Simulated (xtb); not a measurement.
C$_{2}$H$_{5}$O$_{2}$ (SMILES C[OH+]C=O), charge +1, singlet, from a rough starting geometry; GFN2-xTB (xtb 6.7.1).

Here is a job for xtb.
```
$ xtb mol.xyz --gfn 2 --chrg 1 --opt vtight --json

# file mol.xyz
9

C     -1.23860487    -0.39651902    -0.05981170
O     -1.02081203    -1.62567027    -0.08817063
O     -0.29604598     0.58073133    -0.13099659
H     -2.25211213     0.02755063    -0.07983756
C      1.07254644     0.10301793    -0.08907934
H      1.67759287     0.93683682    -0.05341547
H      1.21323808    -0.49058904     0.83896513
H      1.23326379    -0.51213930    -0.94248654
H     -0.47543398     1.36225157     0.57600217
```

What the program printed (banner, timings and long lists left out):

```
   ID    Z sym.   atoms
    1    6 C      1, 5
    2    8 O      2, 3
    3    1 H      4, 6-9

           -------------------------------------------------
          |                Calculation Setup                |
           -------------------------------------------------

           -------------------------------------------------
          |                 G F N 2 - x T B                 |
           -------------------------------------------------

          ...................................................
          :                      SETUP                      :
          :.................................................:
          :  # basis functions                  21          :
          :  # atomic orbitals                  21          :
          :  # shells                           13          :
          :  # electrons                        24          :
          :  max. iterations                   250          :
          :  Hamiltonian                  GFN2-xTB          :
          :  restarted?                      false          :
          :  GBSA solvation                  false          :
          :  PC potential                    false          :
          :  electronic temp.          300.0000000     K    :
          :  accuracy                    1.0000000          :
          :  -> integral cutoff          0.2500000E+02      :
          :  -> integral neglect         0.1000000E-07      :
          :  -> SCF convergence          0.1000000E-05 Eh   :
          :  -> wf. convergence          0.1000000E-03 e    :
          :  Broyden damping             0.4000000          :
          :  net charge                          1          :
          :  unpaired electrons                  0          :
          ...................................................

 iter      E             dE          RMSdq      gap      omega  full diag
   1    -14.4883047 -0.144883E+02  0.561E+00    4.90       0.0  T
   2    -14.5297961 -0.414914E-01  0.344E+00    3.79       1.0  T
   3    -14.5351014 -0.530524E-02  0.213E+00    4.35       1.0  T
   4    -14.5404729 -0.537157E-02  0.295E-01    4.01       1.0  T
   5    -14.5408751 -0.402189E-03  0.111E-01    4.08       1.0  T
   6    -14.5408864 -0.112369E-04  0.193E-02    4.08       1.7  T
   7    -14.5408865 -0.139411E-06  0.934E-03    4.08       3.6  T
   8    -14.5408866 -0.820500E-07  0.221E-03    4.08      15.1  T
   9    -14.5408866 -0.404578E-08  0.670E-04    4.08      49.8  T
[...]
 * total energy  :   -14.4383307 Eh     change       -0.1575250E-04 Eh
 * total energy  :   -14.4383511 Eh     change       -0.2046666E-04 Eh
 * total energy  :   -14.4383613 Eh     change       -0.1013640E-04 Eh
 * total energy  :   -14.4383784 Eh     change       -0.1713083E-04 Eh
 * total energy  :   -14.4383873 Eh     change       -0.8848144E-05 Eh
 * total energy  :   -14.4383935 Eh     change       -0.6274500E-05 Eh
 * total energy  :   -14.4384002 Eh     change       -0.6638555E-05 Eh
 * total energy  :   -14.4384089 Eh     change       -0.8710508E-05 Eh
 * total energy  :   -14.4384101 Eh     change       -0.1192408E-05 Eh
 * total energy  :   -14.4384104 Eh     change       -0.3350832E-06 Eh
 * total energy  :   -14.4384106 Eh     change       -0.1519813E-06 Eh
 * total energy  :   -14.4384106 Eh     change       -0.5653863E-07 Eh
   *** GEOMETRY OPTIMIZATION CONVERGED AFTER 21 ITERATIONS ***
         :: total energy             -14.438410609598 Eh    ::
[...]
     3   8 O        2.482    -0.134    16.291     5.451
     4   1 H        0.924     0.147     1.412     1.858
     5   6 C        3.620    -0.033    21.647     6.709
     6   1 H        0.925     0.143     1.437     1.875
     7   1 H        0.925     0.128     1.553     1.949
     8   1 H        0.925     0.153     1.369     1.830
     9   1 H        0.803     0.400     0.485     1.094

 Mol. C6AA /au·bohr⁶  :        522.740583
 Mol. C8AA /au·bohr⁸  :      11107.405531
 Mol. α(0) /au        :         33.877190

Wiberg/Mayer (AO) data.
largest (>0.10) Wiberg bond orders for each atom

 ---------------------------------------------------------------------------
     #   Z sym  total        # sym  WBO       # sym  WBO       # sym  WBO
 ---------------------------------------------------------------------------
     1   6 C    3.868 --     2 O    2.126     4 H    0.911     3 O    0.800
     2   8 O    2.351 --     1 C    2.126     3 O    0.150
     3   8 O    2.637 --     5 C    0.859     9 H    0.809     1 C    0.800
                             2 O    0.150
     4   1 H    0.978 --     1 C    0.911
     5   6 C    3.793 --     7 H    0.970     8 H    0.963     6 H    0.962
                             3 O    0.859
     6   1 H    0.979 --     5 C    0.962
     7   1 H    0.984 --     5 C    0.970
     8   1 H    0.976 --     5 C    0.963
     9   1 H    0.840 --     3 O    0.809
 ---------------------------------------------------------------------------

Topologies differ in total number of bonds
Writing topology from bond orders to xtbtopo.mol

molecular dipole:
                 x           y           z       tot (Debye)
 q only:       -0.400       0.888       0.405
   full:       -0.569       1.223       0.592       3.744
molecular quadrupole (traceless):
                xx          xy          yy          xz          yz          zz
 q only:        5.904      -0.816      -2.261      -0.791       1.512      -3.643
  q+dip:        5.150      -1.742      -2.523      -1.106       1.760      -2.627
   full:        5.492      -1.530      -3.252      -0.996       1.513      -2.241

optimized geometry written to: xtbopt.xyz

           -------------------------------------------------
          | TOTAL ENERGY              -14.438410609598 Eh   |
          | GRADIENT NORM               0.000106268750 Eh/α |
          | HOMO-LUMO GAP               4.870155095934 eV   |
           -------------------------------------------------

normal termination of xtb
```
